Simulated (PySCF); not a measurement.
Compound: C2H9AlSi.
Geometry (PBE0-D3(BJ)/def2-SVP, Å), atoms numbered from 1 in this order:
```xyz
13
C2H9AlSi angstrom
Al     2.3666    0.9811    0.1926
C      0.4723    0.6403   -0.2151
C     -0.1775   -0.5791    0.4570
Si    -1.9895   -0.8163   -0.0202
H      3.1759    0.0081    1.1626
H      3.1018    2.2387   -0.4547
H     -0.0882    1.5646    0.0287
H      0.3851    0.5699   -1.3177
H      0.3650   -1.5076    0.2062
H     -0.1222   -0.5024    1.5572
H     -2.5876   -2.0185    0.6427
H     -2.7858    0.3886    0.3750
H     -2.1103   -0.9842   -1.5033
```

Jobs on this species (13 atoms, 48 electrons) with PySCF (density fitting). Hardware of each: one thread of an Arm Neoverse V2 (shared host). The host was shared with other jobs, so the times are rough. Peak memory is the resident size of the whole Python process, interpreter and libraries included.

```
                                                                 level and settings                                                          work  basis functions  SCF cycles  wall time  peak memory
                                                 PBE0-D3(BJ)/def2-SVP, grid level 1  geometry optimisation from a GFN2-xTB start shaken at random              109           ?          ?            ?
    delta-SCF UKS PBE0, pcX-2 on the ionised atom, pcseg-1 elsewhere, spin-free X2C                                 ΔSCF core ionisation, 6 holes              151          74       27 s     0.55 GiB
      delta-SCF UKS HF, pcX-2 on the ionised atom, pcseg-1 elsewhere, spin-free X2C                                 ΔSCF core ionisation, 6 holes              151          70       15 s     0.55 GiB
    delta-SCF UKS SCAN, pcX-1 on the ionised atom, pcseg-1 elsewhere, spin-free X2C                                 ΔSCF core ionisation, 6 holes              131          80       23 s     0.48 GiB
    delta-SCF UKS SCAN, pcX-2 on the ionised atom, pcseg-1 elsewhere, spin-free X2C                                 ΔSCF core ionisation, 6 holes              151          81       28 s     0.52 GiB
delta-SCF UKS SCAN, def2-TZVP on the ionised atom, pcseg-1 elsewhere, spin-free X2C                                 ΔSCF core ionisation, 6 holes              128          82       27 s     0.48 GiB
     delta-SCF UKS PBE, pcX-2 on the ionised atom, pcseg-1 elsewhere, spin-free X2C                                 ΔSCF core ionisation, 6 holes              151          79       16 s     0.53 GiB
 delta-SCF UKS SCAN, pcX-2 on the ionised atom, pcseg-1 elsewhere, non-relativistic                                 ΔSCF core ionisation, 6 holes              151          80       28 s     0.53 GiB
   delta-SCF UKS B3LYP, pcX-2 on the ionised atom, pcseg-1 elsewhere, spin-free X2C                                 ΔSCF core ionisation, 6 holes              151          74       29 s     0.62 GiB
```

Problem. Fill in the missing figures.

Solution. 
- PBE0-D3(BJ)/def2-SVP, grid level 1; geometry optimisation from a GFN2-xTB start shaken at random: 25 s, 0.45 GiB, 41 SCF cycles

Problem. What do all jobs in the table cost together?

Solution. About 3.6 min; the longest takes about 13 % of that, and about 1.9 times as long as the shortest.
